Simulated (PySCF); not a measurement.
Working out the excitation energy of Mg

Mg [Ne] 3s2 (1S) → Mg [Ne] 3s1 3p1 (3P). All numbers are calculated (PySCF 2.14, the non-relativistic Hamiltonian (point nucleus), in aug-cc-pCVDZ). Frozen: [Ne]. Energies in hartree (1 hartree = 27.21139 eV):

```json
{"part": "UHF", "Mg (lower)": "-199.608341", "Mg (upper)": "-199.542191"}
{"part": "CCSD correlation", "Mg (lower)": "-0.033016", "Mg (upper)": "-0.004080"}
{"part": "(T)", "Mg (lower)": "0.000000", "Mg (upper)": "0.000000"}
```

Q: What does Hartree-Fock give?

A: (-199.542191) − (-199.608341) = 0.066150 hartree = 1.800 eV.

Q: What do CCSD and CCSD(T) give?

A: The CCSD correlation energies differ by 0.028936 hartree = 0.787 eV and the triples by 0.000000 hartree = 0.000 eV, so CCSD gives 2.587 eV and CCSD(T) 2.587 eV.

Measured between the centres of the two terms (NIST): 2.714 eV, so CCSD(T) (valence) is off by -0.127 eV.

A double-zeta basis recovers only part of the correlation energy.

What remains against the reference includes basis incompleteness, the frozen core and higher excitations.
